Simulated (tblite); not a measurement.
C₄H₁₃ClSSi₂.
Numbering: `[CH3:1][S:2][SiH2:3][CH2:4][C@@H:5]([CH3:6])[SiH2:7][Cl:8]` (hydrogens: H9, H10, H11 on C1; H12, H13 on Si3; H14, H15 on C4; H16 on C5; H17, H18, H19 on C6; H20, H21 on Si7)

The geometry is computed with GFN2-xTB (gas phase).

Question: Give the optimised bond lengths and angles.

Answer: 
```csv
bond,length (pm),order
C1–S2,181.8,single
S2–Si3,214.8,single
Si3–C4,189.2,single
C4–C5,153.4,single
C5–C6,153.1,single
C5–Si7,191.2,single
Si7–Cl8,202.0,single
"C1–H9, C1–H10, C1–H11",108.5,single
Si3–H12,146.4,single
Si3–H13,146.4,single
C4–H14,109.4,single
C4–H15,109.1,single
C5–H16,109.6,single
"C6–H17, C6–H18, C6–H19",108.9,single
Si7–H20,146.2,single
Si7–H21,146.0,single
```

Bonds in one row agree within 1 pm and their mean is given. Orders are formal, as drawn. A selection of angles:
```csv
angle,degrees
C1–S2–Si3,99.9
S2–Si3–C4,106.1
Si3–C4–C5,115.5
C4–C5–C6,109.5
C4–C5–Si7,113.1
C6–C5–Si7,110.7
C5–Si7–Cl8,108.5
```

Dihedral angles: C1–S2–Si3–C4 -173° (antiperiplanar); S2–Si3–C4–C5 -45° (synclinal); Si3–C4–C5–C6 168° (antiperiplanar); C4–C5–Si7–Cl8 -48° (synclinal).

Of the pairs four or more bonds apart, S2···H16 is among the closest relative to their van der Waals radii: 2.83 Å, 94 % of the sum of Bondi's values. Si3 (SiH2 silicon) is distorted tetrahedral (angles from 106.1° to 114.3°). Si7 (chlorine-bound silicon) is tetrahedral (angles from 107.6° to 111.9°). S2 (sulfur bonded to C and Si) is bent (angle 99.9°).

Point group: C1 (no symmetry element, even within 0.4 Å). Its GFN2-xTB frequencies are all real (lowest 23 cm⁻¹). The numbers are those of one conformer.

Hardware: an Arm Neoverse N1 with one thread, shared host. Cost: 1.5 s of wall time. These figures are those of the optimisation.
